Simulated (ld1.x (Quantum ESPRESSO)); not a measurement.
# Scattering properties, TM potential for Cd (Z = 48)

ld1.x (Quantum ESPRESSO) 7.5 input, shortened:

```
&input
   title='Cd', zed=48., rel=2, dft='PBESOL', iswitch=3,
   config='[Kr] 4d10 5s2 5p0', rel_dist='average'
 /
 &inputp
   pseudotype=2, tm=.true., lloc=-1, rcloc=1.20,
   nlcc=.false.
 /
3
5S  1  0   2.00   0.00  2.10  2.10  0.0
4P  2  1   6.00   0.00  1.60  1.60  0.0
4D  3  2  10.00   0.00  1.70  1.70  0.0
 &test
   configts(1)='4p6 4d10 5s2 5p0'
 /
```

Open shells are filled in proportion to 2j + 1 (rel_dist='average').

The phase is arctan(r·u′/u) with u = r·R(r), unwrapped; energies in Ry, scanned from -7 to 5 Ry. A pole is an energy at which the radial function vanishes at the test radius. The pseudo phase is shifted by a multiple of π to meet the all-electron one at the reference energy, and phase errors are pseudo minus all-electron; the curves can meet again beyond the range given. Levels narrower than the energy grid can be missing from the lists of poles.

Question: For each channel, where are the poles, and over which energies does the pseudopotential scatter like the atom?

Answer:

```csv
channel,radius (bohr),reference energy (Ry),"poles, all-electron","poles, pseudo",unbroken range about the reference energy with phases within 0.05 rad,phase error 1 Ry above the reference energy (rad)
s,2.31,-0.42,2.78,2.08,below 1.8,-0.019
p1/2,2.31,-5.21,"-5.17, 4.12","-5.17, 3.83",below 0.2,-0.000
p3/2,2.31,-4.78,"-4.72, 4.40","-4.72, 4.06",below 0.2,-0.000
d3/2,2.31,-0.89,-0.58,-0.58,the whole range,+0.000
d5/2,2.31,-0.84,-0.51,-0.51,the whole range,+0.000
```

Note: ghost state, extra bound levels that the all-electron valence spectrum of the same l lacks: s at -209.0 eV. A true bound ghost makes a file unfit for plane-wave use.

Phases in the d3/2 channel:

```tsv
E (Ry)	all-electron	pseudo
-7.00	1.407	1.407
-6.74	1.404	1.404
-6.48	1.400	1.400
-6.22	1.397	1.397
-5.96	1.393	1.393
-5.70	1.389	1.389
-5.44	1.384	1.384
-5.18	1.379	1.379
-4.92	1.374	1.374
-4.66	1.368	1.369
-4.40	1.362	1.362
-4.14	1.355	1.355
-3.88	1.347	1.347
-3.62	1.338	1.338
-3.36	1.328	1.328
-3.10	1.315	1.315
-2.84	1.300	1.301
-2.58	1.282	1.282
-2.32	1.258	1.258
-2.06	1.224	1.224
-1.80	1.171	1.171
-1.54	1.070	1.070
-1.28	0.788	0.788
-1.02	-0.532	-0.533
-0.76	-1.413	-1.413
-0.50	-1.612	-1.612
-0.24	-1.701	-1.700
0.02	-1.758	-1.757
0.28	-1.803	-1.802
0.54	-1.845	-1.845
0.80	-1.889	-1.888
1.06	-1.939	-1.937
1.32	-1.998	-1.996
1.58	-2.075	-2.072
1.84	-2.179	-2.174
2.10	-2.328	-2.321
2.36	-2.555	-2.541
2.62	-2.893	-2.871
2.88	-3.322	-3.295
3.14	-3.720	-3.695
3.40	-4.003	-3.985
3.66	-4.189	-4.175
3.92	-4.313	-4.302
4.18	-4.400	-4.391
4.44	-4.463	-4.456
4.70	-4.512	-4.506
4.96	-4.551	-4.546
```
